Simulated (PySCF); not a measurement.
All of these have the formula CH11NSi3. The calculation used PySCF, TDDFT CAM-B3LYP/def2-SVPD, vertical, gas phase, core orbitals frozen in the response. Geometries: GFN2-xTB; one conformer of each isolated species. Triplets are in the Tamm–Dancoff approximation.

A. `N[SiH2]C([SiH3])[SiH3]`
B. `NC([SiH3])([SiH3])[SiH3]`
C. `CN[SiH]([SiH3])[SiH3]`
D. `CN[SiH2][SiH2][SiH3]`

Lowest singlet levels (six at most, fewer where fewer were computed) with oscillator strengths:

1. 215 nm (f 0.000); 187 nm (f 0.040); 184 nm (f 0.009); 180 nm (f 0.079); 178 nm (f 0.036); 167 nm (f 0.010); T1 5.48 eV
2. 235 nm (f 0.001); 203 nm (f 0.013); 191 nm (f 0.009); 188 nm (f 0.016); 185 nm (f 0.141); 181 nm (f 0.032); T1 4.98 eV
3. 230 nm (f 0.003); 198 nm (f 0.012); 194 nm (f 0.037); 186 nm (f 0.016); 180 nm (f 0.021); 174 nm (f 0.032); T1 5.07 eV
4. 193 nm (f 0.012); 170 nm (f 0.011); 162 nm (f 0.017); 157 nm (f 0.005); 157 nm (f 0.074); 155 nm (f 0.003); T1 6.07 eV

Problem. Match each spectrum to its molecule.

Solution. 1 = B, 2 = C, 3 = D, 4 = A.
- A: S1 at 6.42 eV, HOMO→LUMO (86%); Löwdin shares by element: HOMO nitrogen 56%, hydrogen 16% or more, silicon 15% or more; LUMO silicon 37% or more, nitrogen 9%, hydrogen 9% or more (atoms not listed hold the other 45%); HOMO -8.90 and LUMO 0.90 eV.
- B: S1 at 5.76 eV, HOMO→LUMO (85%), HOMO→LUMO+4 (9%); Löwdin shares by element: HOMO nitrogen 46%, carbon 21%, silicon 11% or more, hydrogen 4% or more (atoms not listed hold the other 18%); LUMO silicon 43%, nitrogen 6% (atoms not listed hold the other 50%); HOMO -8.18 and LUMO 0.84 eV; point group Cs, 1 of its 6 listed states under f = 0.0005.
- C: S1 at 5.28 eV, HOMO→LUMO (87%), HOMO→LUMO+1 (10%); Löwdin shares by element: HOMO nitrogen 53%, silicon 11% or more, carbon 10%, hydrogen 8% or more (atoms not listed hold the other 18%); LUMO silicon 60%, hydrogen 8% or more (atoms not listed hold the other 32%); HOMO -8.13 and LUMO 0.43 eV.
- D: S1 at 5.38 eV, HOMO→LUMO (87%); Löwdin shares by element: HOMO nitrogen 53%, silicon 11% or more, carbon 10%, hydrogen 7% or more (atoms not listed hold the other 18%); LUMO silicon 59%, nitrogen 6% (atoms not listed hold the other 35%); HOMO -8.10 and LUMO 0.48 eV.
C and D have S1 within 0.10 eV of each other; their strongest listed levels stand at 6.71 eV (f 0.141) and 6.41 eV (f 0.037).
